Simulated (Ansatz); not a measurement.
`COB(C)S` + H₂ → `CBOC` + H₂S  (hydrogenolysis of a B–S bond)

Computed with Ansatz on PBE0-D4/def2-TZVP structures; ΔE is electronic, products minus reactants. CCSD(T)/CBS is the MP2 limit (def2-TZVPP, def2-QZVPP) plus CCSD(T) − MP2 in def2-TZVPP, frozen cores. This one scheme is used for every species. DFT in def2-TZVPP. One conformer a species, not always the lowest.

| species | r2SCAN-D4 energy (Eh) |
| --- | --- |
| `COB(C)S` | -578.72767 |
| H₂ | -1.17130 |
| `CBOC` | -180.50178 |
| H₂S | -399.37429 |

**Question.** Work out ΔE.

**Answer.** ΔE = (-180.50178) + (-399.37429) − (-578.72767) − (-1.17130) = 0.02290 Eh = +60.1 kJ/mol. CCSD(T)/CBS gives +53.0 kJ/mol.

**Question.** What do rigid-rotor, harmonic-oscillator terms from PBE0-D4/def2-TZVP frequencies (298.15 K, 1 bar) make of the CCSD(T)/CBS value? (An estimate is asked.)

**Answer.** Ansatz gave: ΔZPE = +9.0 kJ/mol, ΔH = +59.5 kJ/mol, ΔS = 32 J/(mol·K), ΔG = +50.1 kJ/mol.

Largest T1 diagnostic among the species: 0.012.

From r2SCAN to r2SCAN0 (25 % exact exchange), in def2-TZVPP and without D4, ΔE moves by −4.3 kJ/mol. The D4 term adds +12.9 kJ/mol with B3LYP and +6.9 kJ/mol with PBE0; it sums over pairs of atoms, weighted by their polarisabilities, and B3LYP, whose exchange is more repulsive, gets the larger term. In def2-TZVPP, CCSD(T) changes the Hartree–Fock value by +27.1 kJ/mol (the triples alone add +6.7 kJ/mol) and MP2 by +36.6 kJ/mol.

B3LYP here is the variant with VWN-RPA as its local correlation; programs differ in this.
